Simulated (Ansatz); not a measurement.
A nudged elastic band was laid between two geometries of BF2HO + ClH (7 atoms, charge 0, multiplicity 1).

These are results of RKS B3LYP-D4/6-31G* (Ansatz), not measurements.

```
movable images  : 5
climbing image  : yes
spring          : 5.0 eV/Å²
optimiser       : quadratic models (default)
start path      : through a guess of the saddle point
force threshold : 0.03 eV/Å
iteration limit : 60
end points      : relaxed
```

First end point:

```xyz
7
Properties=species:S:1:pos:R:3
B -0.488 0.938 -0.584
O 0.232 -0.200 -0.381
F -0.604 1.472 -1.794
F -1.079 1.512 0.445
H 0.525 -1.204 1.242
Cl 0.788 -1.966 2.263
H 0.627 -0.551 -1.192
```

Last end point:

```xyz
7
Properties=species:S:1:pos:R:3
B -0.614 0.368 0.182
O 1.032 -0.063 -0.295
F -1.235 0.245 -1.012
F -0.475 1.599 0.680
H 1.319 -0.820 0.249
Cl -0.995 -0.950 1.410
H 0.969 -0.379 -1.215
```

(1) What changes between the two ends?

(2) What energy profile does the band end with?

(3) What is the geometry of the highest image?

(4) What are the harmonic wavenumbers there?

Answers

(1) Bonds broken: H5–Cl6. Bonds formed: B1–Cl6, O2–H5. BF2HO + ClH becomes BClF2H2O.

(2) The run converged. The highest image is number 5 of 0 to 6, 1.11 eV above the first end and 0.76 eV above the last; the last end lies 0.34 eV above the first. A vibrational analysis at the climbing image gives one clearly imaginary mode, 1043i cm⁻¹: a first-order saddle point. The orbitals stay closed-shell, which can raise the energy where a bond breaks towards radicals; this wasn't checked here.

```csv
image,path coordinate (Å),energy (eV),H5–Cl6 (Å),B1–Cl6 (Å),O2–H5 (Å)
0,0.00,0.00,1.30,4.26,1.93
1,0.66,0.00,1.30,4.11,1.93
2,1.31,0.02,1.30,3.82,1.95
3,1.97,0.06,1.30,3.44,2.02
4,2.63,0.22,1.31,2.89,1.82
5,3.28,1.11,1.61,2.32,1.20
6,4.21,0.34,2.59,1.84,0.98
```

(3) 
```xyz
7
Properties=species:S:1:pos:R:3:forces:R:3
B -0.411 0.541 -0.076 0.01 -0.01 0.00
O 0.964 0.003 -0.317 -0.01 0.00 0.00
F -1.278 0.302 -1.049 -0.01 0.00 0.00
F -0.465 1.632 0.657 0.00 0.00 0.00
H 0.726 -0.816 0.526 0.00 0.00 0.00
Cl -0.539 -1.215 1.440 0.00 0.00 0.00
H 1.004 -0.447 -1.182 0.00 0.00 0.00
```

(4) 1043i, 182, 213, 361, 406, 472, 498, 638, 869, 992, 1175, 1311, 1521, 1584, 3705 cm⁻¹.

The run took 2.1 min on 2 threads of AMD EPYC 7R13 Processor (Zen 3), on a shared host, peak memory 0.19 GiB.
